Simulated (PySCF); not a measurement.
Compound: C₃H₇F₂NSi.
Structure used (GFN2-xTB), in Å, numbered top down from 1:
```
atom  x, y, z in Å
F1    -1.4385   -0.0332    1.5173
C2    -1.1760    0.2772    0.1906
C3    -0.7411   -1.0072   -0.5193
N4     0.7005   -1.1092   -0.4256
Si5    1.4945    0.2034    0.3195
F6     2.7309    0.6760   -0.6060
C7    -0.0454    1.2940    0.1482
H8    -2.1237    0.6589   -0.2070
H9    -1.2355   -1.8591   -0.0412
H10   -1.0500   -0.9725   -1.5713
H11    1.0736   -2.0252   -0.6028
H12    2.0645    0.0507    1.6453
H13   -0.1892    2.0282    0.9359
H14   -0.0653    1.8175   -0.8056
```

Computed, not measured: TDDFT CAM-B3LYP/def2-SVPD, vertical, gas phase, core orbitals frozen in the response in PySCF 2.14.0, density-fitted response routines.

Transition dipole moments from the ground state, in atomic units and in the frame of the coordinates above (overall signs are arbitrary), for the states with f of 0.002 or more among the lowest 7:

| state | E (eV) | μx | μy | μz |
| --- | --- | --- | --- | --- |
| S1 | 6.545 | 0.082 | 0.022 | -0.140 |
| S2 | 6.889 | 0.060 | 0.124 | -0.173 |
| S3 | 7.497 | 0.238 | 0.299 | 0.271 |
| S4 | 7.876 | -0.294 | -0.008 | -0.031 |
| S5 | 8.250 | 0.162 | -0.171 | 0.333 |
| S6 | 8.293 | 0.024 | 0.135 | 0.266 |
| S7 | 8.382 | -0.216 | -0.170 | -0.179 |

(1) What oscillator strength does each state have?

(2) Which bond between heavy atoms lies closest to the direction of the S3 transition dipole?

(3) What angle do the transition dipoles of S4 and S6 make?

(4) What peak molar absorption coefficient would the strongest computed level give as a lone Gaussian band 0.3 eV wide at half height?

Answers

(1) f = (2/3) ΔE |μ|² with ΔE in hartree (27.2114 eV).

```
state  |μ|² (au)  |μ| (D)      f
   S1      0.027     0.42  0.004
   S2      0.049     0.56  0.008
   S3      0.219     1.19  0.040
   S4      0.088     0.75  0.017
   S5      0.167     1.04  0.034
   S6      0.089     0.76  0.018
   S7      0.108     0.83  0.022
```

(2) N4–Si5, at 11° from it; next C2–C7 at 38°.

(3) |cos θ| = |μa·μb| / (|μa| |μb|) = 0.19, so θ ≈ 79° (taken between 0 and 90°, since the signs are arbitrary).

(4) ε(max) = 2.175×10⁸ f / FWHM, with the width in cm⁻¹. S3: 2.175×10⁸ × 0.0403 / 2420 ≈ 3600 L mol⁻¹ cm⁻¹.

One conformer stands for the species.

Without π bonds the low states may be Rydberg-like; a valence basis with one diffuse set may place them up to an eV too high.
